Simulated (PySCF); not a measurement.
**Nuclear repulsion and electron count by hand**

System: AlF4 (SMILES [F][Al-]([F])([F])[F]), charge -1, singlet, at a GFN2-xTB geometry (such geometries of metal compounds can be far from the true shape). Level: DF-R2SCAN/aug-cc-pVDZ in PySCF. Sums are taken with unrounded values, so a last digit can differ.

Coordinates (Å):

```
atom         x         y         z
----  --------  --------  --------
Al1    0.00000   0.00000   0.00000
F2     1.58680  -0.29963  -0.47610
F3     0.00001   0.79618   1.48340
F4    -0.75976   0.96256  -1.15353
F5    -0.82705  -1.45910   0.14623
```

Task: Work out the nuclear repulsion energy and the numbers of alpha and beta electrons.

Result: In atomic units each pair adds Z_i Z_j / r_ij, with r in bohr (1 bohr = 0.529177 Å).
| pair | r (Å) | r (bohr) | Z_i Z_j | term (Eh) |
|---|---|---|---|---|
| Al1-F2 | 1.6836 | 3.1815 | 117 | 36.7754 |
| Al1-F3 | 1.6836 | 3.1815 | 117 | 36.7754 |
| Al1-F4 | 1.6836 | 3.1815 | 117 | 36.7754 |
| Al1-F5 | 1.6836 | 3.1815 | 117 | 36.7754 |
| F2-F3 | 2.7492 | 5.1953 | 81 | 15.5909 |
| F2-F4 | 2.7492 | 5.1953 | 81 | 15.5909 |
| F2-F5 | 2.7492 | 5.1953 | 81 | 15.5909 |
| F3-F4 | 2.7492 | 5.1953 | 81 | 15.5909 |
| F3-F5 | 2.7492 | 5.1953 | 81 | 15.5909 |
| F4-F5 | 2.7492 | 5.1953 | 81 | 15.5909 |
The sum is 240.6473 Eh; PySCF gives 240.6473 Eh. The atomic numbers add up to 49, so at charge -1 there are 50 electrons; multiplicity 1 means 0 unpaired, so 25 alpha and 25 beta.
